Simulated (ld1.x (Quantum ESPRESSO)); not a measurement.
## Pseudopotential generation for Au: TM semilocal, LDA (PZ), scalar-relativistic.

* Element: gold
* Generator: ld1.x (Quantum ESPRESSO) 7.5
* Type: norm-conserving Troullier–Martins (semilocal form)
* Functional: LDA (PZ)
* Relativity: scalar-relativistic
* Frozen core: [Kr] 4d10 4f14 5s2
* Valence charge: 17
* Reference configuration: 5p6 5d10 6s0.5 6p0 (charge +0.5)
* Partial waves: 6s (bound): rc 1.80 bohr; 5p (bound): rc 1.36 bohr; 5f channel at 0.05 Ry: rc 1.60 bohr; 5d (bound): rc 1.40 bohr
* Local potential: the d channel
* Core correction: a·sin(br)/r model core, default radius (core density twice the valence density)

(1) Estimate the cutoffs (Ry, on a coarse ladder) from which the occupation-weighted sum of valence levels, in a spherical-Bessel basis at the reference potential, stays within 10 and 1 mRy of its value at 400 Ry.

(2) Which valence shell sets the plane-wave cutoff?

(3) Tests: 5p6 5d10 6s1 6p0; 5p6 5d10 6s0 6p0; 5p6 5d9 6s0 6p0; 5p5 5d10 6s1 6p0; 5p6 5d9 6s1 6p0; 5p6 5d10 6s0 6p1; 5p6 5d9 6s2 6p0. Which has the largest error in its energy relative to the reference configuration, and how large is it?

## Answers

(1) 100 Ry and 140 Ry.

(2) 5p: its level needs 110 Ry to come within 1 mRy, against 45 Ry for 6s.

(3) 5p5 5d10 6s1 6p0, with -127 meV (all-electron minus pseudo) on +62.45 eV.
